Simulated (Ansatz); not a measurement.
Reaction (formal exchange of groups at a Zn–C bond): `[F][Zn][C]1=CC1` + `[SiH3]CS` → `[F][Zn][CH2][SiH3]` + `SC1=CC1`

Isolated molecules relaxed with PBE0-D4/def2-TZVP in Ansatz; ΔE leaves out vibrations. CBS: MP2 limit from def2 TZ/QZ plus the TZ coupled-cluster correction, frozen cores. DFT in def2-TZVPP. B3LYP here is the variant with VWN-RPA as its local correlation; programs differ in this. For Zn outer-core shells are correlated without core-valence functions, which leaves a few kJ/mol of doubt a bond. Scalar relativity is left out up to krypton. Each species was taken in one conformer, which may not be the lowest.

```
             level  ΔE (kJ/mol)  difference from CCSD(T)/CBS
           PBE0-D4        -15.7                         -6.8
          B3LYP-D4        -13.3                         -4.4
            B2PLYP        -11.2                         -2.3
            r2SCAN        -17.5                         -8.6
              PBE0        -15.8                         -6.9
SCS-MP2/def2-TZVPP         -6.7                          2.2
CCSD(T)/def2-TZVPP         -5.9                          3.0
     HF/def2-QZVPP          2.0                         10.9
    MP2/def2-QZVPP        -12.6                         -3.7
    CCSD/CBS(def2)         -7.2                          1.7
       CCSD(T)/CBS         -8.9                            0
```

Largest T1 diagnostic among the species: 0.015.

In def2-TZVPP, CCSD(T) changes the Hartree–Fock value by −8.7 kJ/mol (the triples alone add −1.7 kJ/mol) and MP2 by −13.4 kJ/mol. From PBE to PBE0 (25 % exact exchange), in def2-TZVPP and without D4, ΔE moves by +3.9 kJ/mol.

CCSD(T)/CBS has its own doubt, a few kJ/mol and more with outer-core shells, so smaller differences from it don't rank the levels.
